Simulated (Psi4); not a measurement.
Pair of molecules, SMILES ClB(Cl)Cl with SMILES COC (the first has 4 atoms); geometry from B3LYP-D3(BJ)/def2-TZVP.
(charge 0, multiplicity 1):
```xyz
13

Cl     0.68045    -1.51243     0.89708
B     -0.10447     0.09061     1.33206
Cl     0.84589     1.54141     0.76788
Cl    -1.86355     0.18960     0.86070
C     -0.91885    -0.80732     3.66729
O     -0.07916     0.15159     2.96170
C      1.22841     0.26529     3.59396
H     -0.98371    -0.47438     4.69983
H     -0.46927    -1.79613     3.59423
H     -1.88988    -0.78752     3.19042
H      1.05764     0.54393     4.63049
H      1.76778     1.04083     3.06641
H      1.74549    -0.68968     3.51736
```

Level of theory: SAPT0/jun-cc-pV(D+d)Z run with Psi4 1.11.

### Question
Which attractive term is largest, and how does the interaction split up?

### Answer
electrostatics -3913.0, exchange 5621.9, induction -3050.4, dispersion -918.1, total -2259.6 meV; the largest attraction is electrostatics.
